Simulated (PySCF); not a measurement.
Cost against size for one kind of job: TDDFT wB97X-D/def2-SVPD, vertical, gas phase, core orbitals frozen in the response in PySCF 2.14.0, density-fitted response routines; work: 8 singlets by full TDDFT, 3 Tamm–Dancoff triplets, polarisability. Hardware: Arm Neoverse V1, one thread, on a shared host. Other jobs ran on the host; a repeat could differ by tens of per cent or more. Peak memory is the resident size of the whole Python process, interpreter and libraries included.

| species (SMILES) | atoms | electrons | basis functions | SCF cycles | wall time | peak memory |
| --- | --- | --- | --- | --- | --- | --- |
| C=C[C@H](BN)CC | 19 | 54 | 236 | 12 | 64 s | 1.0 GiB |
| C=CCBNCC | 19 | 54 | 236 | 13 | ? | ? |
| C=C(C)BNCC | 19 | 54 | 236 | 12 | 61 s | 1.0 GiB |
| BNCC1CCC1 | 19 | 54 | 236 | 13 | 65 s | 1.0 GiB |
| [H]/N=C/CCB(C)C | 19 | 54 | 236 | 13 | ? | ? |
| [BH3-][N+]1(C)CC=CC1 | 19 | 54 | 236 | 12 | 63 s | 0.98 GiB |

Task: Estimate the withheld figures.

Result: `C=CCBNCC`: 64 s, 1.0 GiB; `[H]/N=C/CCB(C)C`: 64 s, 0.98 GiB.
